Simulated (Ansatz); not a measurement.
```yaml
crystal:
  periodic: [false, false, false]
  atoms:
    - {symbol: C, position_ang: [0.022887, 0.668418, -2.944172]}
    - {symbol: C, position_ang: [-0.646265, 0.104389, -1.745370]}
    - {symbol: C, position_ang: [-0.253613, 0.506992, -0.170086]}
    - {symbol: N, position_ang: [0.146083, -0.823025, 0.679149]}
    - {symbol: Ge, position_ang: [0.289918, -0.677011, 2.728923]}
    - {symbol: H, position_ang: [-0.296801, 0.340288, -4.068256]}
    - {symbol: H, position_ang: [0.915099, 1.488901, -2.841090]}
    - {symbol: H, position_ang: [-1.526279, -0.728951, -1.868035]}
    - {symbol: H, position_ang: [-1.236925, 1.012111, 0.368432]}
    - {symbol: H, position_ang: [0.623434, 1.374379, -0.181055]}
    - {symbol: H, position_ang: [1.020053, -1.361660, 0.200761]}
    - {symbol: H, position_ang: [1.427496, 0.523196, 3.251715]}
    - {symbol: H, position_ang: [0.771710, -2.220889, 3.312799]}
    - {symbol: H, position_ang: [-1.271133, -0.239729, 3.308652]}
basis:
  gaussian: {orbitals: cc-pVTZ-PP}
hamiltonian: {xc: {name: HF}}
output: {forces: true}
```

```sh
$ ansatz run in.yaml --threads 4 --pin off --events-out ev --progress --plain --max-ram 11315MiB
```

Output, abridged:

```
Functional definition: HF
Error: <dir> the basis set cc-pVTZ-PP has no functions for C
```

In this input the basis set is misnamed or doesn't suit the job. The program refused the input.
